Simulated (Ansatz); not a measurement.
Species: sum formula BH4S3, charge 1, multiplicity 1. It need not be the lowest isomer of its formula. 
Structure (B3LYP-D3(BJ)/def2-TZVP (Ansatz, a program for electronic structure) minimum search):
```
B
S 1 1.7686
H 2 1.3460 1 97.07
S 1 1.7686 2 136.87 3 -0.74
H 4 1.3460 1 97.07 2 0.74
S 1 1.9558 2 111.51 3 174.78
H 6 1.3520 1 99.33 2 43.61
H 6 1.3520 7 94.39 1 -100.22
```
Charge +1, spin multiplicity 1.

Total electronic energies in hartree. Cores are frozen in the correlated levels unless marked. Spin-orbit coupling is left out. Non-relativistic unless marked X2C. Basis-set limits of correlation are two-point, X^-3; Hartree-Fock from the larger set.

```tsv
level	program	energy (Eh)
BLYP-D4/def2-TZVPD	Ansatz + dftd4	[?]
r2SCAN-D4/def2-TZVPD	Ansatz + dftd4	-1221.56536
r2SCAN0-D4/def2-TZVPD	Ansatz + dftd4	-1221.54890
MP2/STO-3G	Ansatz	-1206.25352
SCS-MP2/cc-pVTZ	Ansatz	-1220.09524
CCSD/6-31G	Ansatz	-1219.45034
CCSD/CBS(cc-pV(T+d)Z,cc-pV(Q+d)Z)	Ansatz	-1220.2468
X2C-CCSD(T)/cc-pVTZ-DK	Ansatz	-1223.43379
CCSD(T)/CBS(cc-pV(T+d)Z,cc-pV(Q+d)Z)	Ansatz	-1220.2880
```

Question: Fill in the missing entries.

Answer: 
- BLYP-D4/def2-TZVPD, energy (Eh): -1221.65418
